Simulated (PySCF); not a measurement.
Problem. Write a Z-matrix for `CS[C@H]1CS[SiH2]S1` as optimised with GFN2-xTB.

Solution. 
Z-matrix in Å and degrees, rows numbered from 1:
```
C 
S   1  1.8142
C   2  1.8130  1  101.74
C   3  1.5085  2  112.13  1   -65.61
S   4  1.8252  3  110.86  2  -174.08
Si  5  2.1448  4   95.92  3   -41.42
S   3  1.8465  2  111.83  1    58.86
H   1  1.0859  2  108.55  3   -49.38
H   1  1.0847  2  106.08  3  -167.75
H   1  1.0859  2  110.41  3    73.18
H   3  1.0914  2  104.18  1   174.32
H   4  1.0898  3  110.27  2   -56.21
H   4  1.0899  3  111.39  2    65.64
H   6  1.4503  5  111.65  4  -102.75
H   6  1.4496  5  108.29  4   127.33
```

The 5-membered ring C3–C4–S5–Si6–S7 has internal angles of 95.2° to 110.9°; it is puckered, 0.23 Å rms from its mean plane, widest ring torsion 61°. Si6 (SiH2 silicon) is distorted tetrahedral (angles from 100.4° to 116.8°). Of the pairs four or more bonds apart, S7···H8 is among the closest relative to their van der Waals radii: 2.75 Å, 92 % of the sum of Bondi's values. S2 (sulfide sulfur) is bent (angle 101.7°).

Computed geometry: GFN2-xTB, gas phase.

Point group: C1 (no symmetry element, even within 0.4 Å). Stationary, but not proved a minimum. The numbers are those of one conformer (C1–S2–C3–C4 -66°, S2–C3–C4–S5 -174°, C3–C4–S5–Si6 -41°, C4–S5–Si6–S7 11°, S5–Si6–S7–C3 14°).
